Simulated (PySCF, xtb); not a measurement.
C2H5ClFNSi, SMILES C/N=C/[Si@H](F)Cl. Other conformers were not sampled.

Harmonic wavenumbers (cm⁻¹) from xtb with GFN2-xTB at its own minimum, in rising order: 31, 94, 133, 178, 200, 255, 285, 397, 526, 622, 639, 779, 812, 856, 1041, 1075, 1135, 1314, 1384, 1450, 1465, 1718, 2409, 2753, 2882, 2987, 3003.

### Question
What does PBE-D3(BJ)/def2-SVP (PySCF) give at its own minimum? (An estimate is asked for; the answer gives what the named calculation found.)

### Answer
24, 107, 140, 209, 213, 287, 318, 398, 549, 750, 781, 795, 864, 896, 994, 1082, 1107, 1275, 1348, 1393, 1408, 1665, 2240, 2863, 2901, 3018, 3039. Paired by order, the mean absolute difference is 46 cm⁻¹ and the zero-point energies are 43.5 and 43.8 kcal/mol.
